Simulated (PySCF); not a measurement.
## Fine-structure interval of Gd³³⁺ by level of theory

Gd³³⁺ [Ar] 3d10 4s2 4p1 [4p1/2^1, M_J = 1/2] → Gd³³⁺ [Ar] 3d10 4s2 4p1 [4p3/2^1, M_J = 3/2], as a difference of total energies. All numbers are calculated (PySCF 2.14, the two-component X2C-1e Hamiltonian, in an uncontracted even-tempered set (17 s from 3.3 bohr⁻², ratio 2.8; 13 p from 4.3 bohr⁻², ratio 2.8; 8 d from 7.6 bohr⁻², ratio 2.8; 4 f from 19 bohr⁻², ratio 3)). Correlated levels: [Ne] frozen; the 74 highest virtual spinors dropped. "Screened" scales the spin-orbit matrix elements by Boettger's factors to mimic the two-electron term; Breit and QED terms are absent.

| method | fine-structure interval (cm⁻¹) |
| --- | --- |
| GHF (screened spin-orbit) | 366580 |
| GMP2 (screened spin-orbit) | 364550 |
| GHF (bare spin-orbit) | 379290 |
